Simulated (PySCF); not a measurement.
Can point charges reproduce the dipole moment of `[C@H]1([C@@H]([SiH2]1)OC)F`?

Coordinates (GFN2-xTB, Å) and charges (e) from the PBE0/pcSseg-1 density (PySCF):

```tsv
atom	x	y	z	Mulliken	IAO	Hirshfeld	ESP-fitted
C1	1.993	-0.288	-0.214	-0.0273	-0.2039	-0.0440	-0.0193
O2	0.937	-0.238	0.722	-0.4854	-0.3724	-0.1411	-0.2810
C3	-0.140	0.548	0.312	-0.1312	-0.1749	-0.0582	-0.1170
Si4	-1.833	0.045	1.005	+0.5033	+0.6208	+0.2976	+0.1287
C5	-1.104	-0.027	-0.748	+0.0057	-0.0916	-0.0432	-0.1624
F6	-0.761	-1.240	-1.293	-0.3113	-0.3035	-0.1066	-0.1423
H7	1.678	-0.751	-1.153	+0.1081	+0.1372	+0.0320	+0.0867
H8	2.778	-0.889	0.241	+0.1199	+0.1580	+0.0513	+0.0815
H9	2.375	0.720	-0.421	+0.0843	+0.1198	+0.0351	+0.0516
H10	0.137	1.590	0.130	+0.1226	+0.1305	+0.0362	+0.1452
H11	-2.807	1.095	1.234	-0.0720	-0.0983	-0.0596	-0.0014
H12	-1.870	-1.208	1.723	-0.0395	-0.0723	-0.0437	+0.0664
H13	-1.389	0.643	-1.555	+0.1228	+0.1506	+0.0441	+0.1633
```

Problem. What dipole does each set of charges give (1 e·Å = 4.803 D), and what does the density give?

Solution. The full density gives (-0.35, 1.66, -0.06) D, 1.70 D in size; dipole vectors point from the negative to the positive end.

```
    scheme     μx    μy     μz  size (D)  share of the full size (%)  angle to the full dipole (°)
  Mulliken  -1.66  2.76   0.27      3.24                         191                            20
       IAO  -1.74  2.81   0.82      3.41                         201                            25
 Hirshfeld  -0.75  0.91   0.51      1.29                          76                            37
ESP-fitted  -0.32  1.67  -0.12      1.71                         101                             2
```

Problem. Which set comes closest?

Solution. Length of the difference vector: ESP-fitted 0.08 D, Hirshfeld 1.02 D, Mulliken 1.74 D, IAO 2.01 D. Closest: ESP-fitted. ESP charges are fitted to the potential around the molecule, whose slowest-falling term is the dipole's. The schemes that divide the density aren't constrained to reproduce the dipole.

Problem. What is left for the Hirshfeld atoms' own dipoles?

Solution. The shares of the density sum to the whole, so what Σ q r misses lies in dipoles about the nuclei. The atomic dipoles sum to (-0.35, 1.66, -0.06) − (-0.75, 0.91, 0.51) = (0.40, 0.75, -0.57) D, 1.02 D in size.

Problem. With the origin at the mean of the coordinates, (0.000, 0.000, -0.001) Å, which are the largest single terms, by size, of the IAO dipole along the direction of the full one?

Solution. F6 +1.47, Si4 +1.17, H8 -1.10, H10 +0.95, O2 +0.81 D; all 13 atoms together +3.08 D. The single terms depend on the origin, their sum doesn't.

Problem. Give the size of the full dipole in other units.

Solution. 1.70 D = 0.667 au = 0.353 e·Å = 5.65 × 10⁻³⁰ C·m.

The structure is a single GFN2-xTB conformer in the gas phase; no vibrational or solvent corrections.

The values belong to the conformer `[CH3:1][O:2][C@@H:3]1[SiH2:4][C@@H:5]1[F:6]`: C1–O2–C3–Si4 152°.
